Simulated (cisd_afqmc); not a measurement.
Input (AFQMC/CISD/def2-TZVPP; cisd_afqmc is a phaseless AFQMC code with CISD trial states that reads the integrals written by Ansatz):

Ansatz 0.2 input:
```python
import cisd_afqmc

open("ham.yaml", "w").write("""\
crystal:
  periodic: [false, false, false]
  atoms:
    - {symbol: Li, position_ang: [-0.00000000, -0.00000000, -1.71462722]}
    - {symbol: Cl, position_ang: [0.00000000, 0.00000000, 0.30258127]}
basis:
  gaussian:
    orbitals: def2-TZVPP
magnetization: {spin_polarized: false}
correlation: {method: ccsd, electrons: outside_noble_gas, hamiltonian_folder: ham}
""")
rep = cisd_afqmc.ansatz("ham.yaml")
e_ccsd = rep["correlation"]["coupled_cluster"]["energy"]["hartree"]
out = cisd_afqmc.run("ham", e_ccsd, trial="CISD", walkers=100, populations=8, threads=8, dt=0.005, steps=40, early=24, settle=10, least=32,
    cut=5e-5, rank_cut=2e-4, target=0.0004, seconds=1500, seed=1, memory=17280, gpu=False)
```

Output:

```
orbitals 55, occupied [4], factors 283 of 392, rank of the doubles 87 of 204
E(HF) = -467.041319
E(CCSD) on the cut factors = -467.258858, shift to the whole factors -0.000006
Energy of the trial state on the determinant = -467.258849
  tau behind 7.2 of longer steps, mean of the populations' last blocks
   2.0  -467.26695
   4.0  -467.26740
   6.0  -467.26819
   8.0  -467.26779
blocks 349 (0 outliers left out), error by blocks joined: 1: 0.00013, 2: 0.00017, 4: 0.00021, 8: 0.00026, 16: 0.00039
E(AFQMC/CISD) = -467.26769 +/- 0.00039
```

The error still grows at the longest joins of blocks, or few joins were possible, so the printed bar may be too narrow.
